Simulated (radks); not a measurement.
The numbers below are computed, except where a source is named.
Orbital eigenvalues (eV) of neutral cadmium, [Kr] 4d10 5s2, at several levels of relativity; Dirac values are averaged over j with weights 2j + 1. Spin-unpolarised spherical Kohn-Sham, LDA (Slater exchange, Perdew-Wang correlation), point nucleus unless stated (finite: rms radius 4.6087 fm), a radial shooting solver on a logarithmic mesh with Libxc functionals. A level marked "c x" has the speed of light scaled by that factor.

| shell | non-rel. | Dirac, finite nucleus | Dirac, c x 1.25 | Dirac, c x 5 | change of magnitude, last against first (%) |
|---|---|---|---|---|---|
| 1s | -25619 | -26476 | -26155 | -25651 | +0.13 |
| 2s | -3723.4 | -3930.6 | -3852.6 | -3731.1 | +0.21 |
| 2p | -3473.1 | -3533.3 | -3510.8 | -3475.4 | +0.07 |
| 3s | -690.62 | -732.12 | -716.48 | -692.17 | +0.22 |
| 3p | -588.78 | -601.21 | -596.58 | -589.26 | +0.08 |
| 3d | -399.60 | -393.61 | -395.82 | -399.37 | -0.06 |
| 4s | -97.849 | -105.77 | -102.78 | -98.143 | +0.30 |
| 4p | -65.173 | -67.095 | -66.370 | -65.245 | +0.11 |
| 4d | -12.799 | -11.901 | -12.226 | -12.764 | -0.28 |
| 5s | -5.5578 | -5.9549 | -5.8001 | -5.5718 | +0.25 |
